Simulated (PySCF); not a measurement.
Simulated C 1s region for `CC#[N+][GaH2-][Br]`, binding energy against the vacuum level.

Every computed line was given a Gaussian of 0.7 eV full width at half maximum and an area set by the number of equivalent atoms; the highest printed point is 100. Theory: delta-SCF UKS SCAN, pcX-2 on the ionised atom, pcseg-1 elsewhere, spin-free X2C in PySCF.

(binding energy (eV), intensity): (292.6, 0), (292.7, 1), (292.8, 3), (292.9, 7), (293.0, 15), (293.1, 28), (293.2, 45), (293.3, 65), (293.4, 84), (293.5, 97), (293.6, 100), (293.7, 92), (293.8, 76), (293.9, 56), (294.0, 37), (294.1, 22), (294.2, 11), (294.3, 5), (294.4, 2), (294.5, 1), (294.6, 0)

Task: How many maxima does the curve show, and how many computed lines lie under it?

Result: The curve has 1 maximum (at 293.6 eV). Under it lie 2 lines from 2 inequivalent carbon sites. At this width some lines have no maximum of their own.

Task: Decompose the envelope and assign each component. Numbering: `[CH3:1][C:2]#[N+:3][GaH2-:4][Br:5]`.

Result: 
```json
{"position (eV)": "293.57", "relative area": "1", "line": "C 1s", "atoms": "C2", "environment": "triply bonded carbon"}
{"position (eV)": "293.59", "relative area": "1", "line": "C 1s", "atoms": "C1", "environment": "methyl carbon"}
```

Task: What are the centre and the root-mean-square width of the whole band?

Result: The area-weighted mean of the lines is 293.58 eV. Their own spread about it is 0.01 eV (rms) and each Gaussian has σ = 0.7/2.355 = 0.30 eV; the variances add, which gives 0.30 eV.

Task: Above which line width would these two lines show one maximum?

Result: Two equal Gaussians merge once their distance is under 2σ = FWHM/1.177. With 0.02 eV between them that is a full width over 0.02 eV.

The 2 C 1s values lie within 0.02 eV of each other; Gaussian lines of 0.5 eV full width would blend them into one maximum.

The curve has no shake-up lines and no vibrational structure. Spin contamination (⟨S²⟩ against 0.75 for a pure doublet) is marked for C 1s of C2 (0.92), which makes this value less certain. Isolated species at its PBE0-D3(BJ)/def2-SVP geometry, gas phase.
